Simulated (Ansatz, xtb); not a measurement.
## C5H9PSi: which of two isomers lies lower

We compare X, `CC1=C[Si@H](P)C=C1`, a singlet, with Y, `[SiH3]P1C=CCC=C1`, a singlet. Both are isolated molecules in the gas phase, relaxed with B3LYP/def2-SVP; the shapes shown needn't be the lowest conformers.

X (Å):

```xyz
16

C     1.2625   -1.6902    0.6955
C     0.6550   -0.4302    0.1454
C    -0.6615   -0.1010    0.1830
C     0.9799    1.6959   -1.0025
C     1.5476    0.5717   -0.5122
P    -2.0515    1.3703   -2.6166
Si   -0.8646    1.5558   -0.6667
H     0.5069   -2.3398    1.1596
H     2.0331   -1.4575    1.4514
H     1.7691   -2.2623   -0.1017
H    -1.4076   -0.7588    0.6352
H    -1.4073    2.6409    0.2057
H    -2.0757    2.7827   -2.8505
H    -3.3211    1.3817   -1.9549
H     1.5602    2.4767   -1.4989
H     2.6229    0.3626   -0.5758
```

Y (Å):

```
atom    x (Å)    y (Å)    z (Å)
   C  -0.0491  -0.8771  -1.3237
   C   1.2232  -0.5100  -1.5396
   C   1.7933   0.8775  -1.4032
   C   0.8639   1.9269  -0.8524
   C  -0.4402   1.7753  -0.5758
   P  -1.4201   0.2639  -0.9079
  Si  -1.8301  -0.4038   1.2460
   H  -2.7983   0.5553   1.8568
   H  -0.5964  -0.4593   2.0851
   H  -2.4589  -1.7578   1.2046
   H  -0.3318  -1.9250  -1.4754
   H   1.9394  -1.2792  -1.8549
   H   2.7044   0.8342  -0.7731
   H   2.1775   1.2123  -2.3896
   H   1.3219   2.9080  -0.6741
   H  -1.0039   2.6324  -0.1903
```

Quicker runs give these differences E(Y) − E(X): GFN2-xTB −44.5 kJ/mol; HF/STO-3G +7.4 kJ/mol (at GFN2-xTB geometries); r2SCAN-D4/def2-SVP +38.0 kJ/mol (at GFN2-xTB geometries).

**Question.** Which of the two would you expect CCSD(T)/def2-SVP + ΔMP2/def2-TZVPP electronic energies to favour?

**Answer.** Structure X; the calculation gives E(Y) − E(X) = +43.5 kJ/mol.

How the difference moves with the method:

| level | geometry | E(Y) − E(X) (kJ/mol) | departure from the last row (kJ/mol) | job, with rough time for the two |
| --- | --- | --- | --- | --- |
| GFN2-xTB | GFN2-xTB | −44.5 | −88.0 | optimisation, 0.22 s |
| HF/STO-3G | GFN2-xTB | +7.4 | −36.0 | single point, 0.42 s |
| r2SCAN-D4/def2-SVP | GFN2-xTB | +38.0 | −5.4 | single point, 4.5 s |
| B3LYP/def2-SVP | B3LYP/def2-SVP | +39.2 | −4.3 | optimisation, 61 s |
| HF/def2-SVP | B3LYP/def2-SVP | +39.7 | −3.7 | part of the CCSD(T) run |
| MP2/def2-SVP | B3LYP/def2-SVP | +45.1 | +1.6 | part of the CCSD(T) run |
| CCSD(T)/def2-SVP | B3LYP/def2-SVP | +42.2 | −1.3 | single point |
| CCSD(T)/def2-SVP + ΔMP2/def2-TZVPP | B3LYP/def2-SVP | +43.5 |  | single point, 84 s |

As drawn, Y has 2 C–P, 2 Si–H in place of 2 C–Si, 2 P–H. Structure X has a 5-membered ring, Y a 6-membered ring.

GFN2-xTB puts the two in the other order. The largest departure from CCSD(T)/def2-SVP + ΔMP2/def2-TZVPP is that of GFN2-xTB, 88.0 kJ/mol. The last row adds to CCSD(T) the change of the MP2 difference between the two basis sets, here +1.3 kJ/mol.

With thermal terms from frequencies at re-optimised GFN2-xTB minima (ideal gas, soft modes damped towards free rotors, one conformer each, 298.15 K, 1 atm): the zero-point term adds −1.5 kJ/mol; ΔH is +40.9 and ΔG +43.8 kJ/mol.

The correlated steps freeze 15 core orbitals. Mirror images aren't counted in ΔG. Programs: Ansatz 0.2.0, xtb 6.7.1; the last row on 4 threads of Arm Neoverse V1 on a shared host.
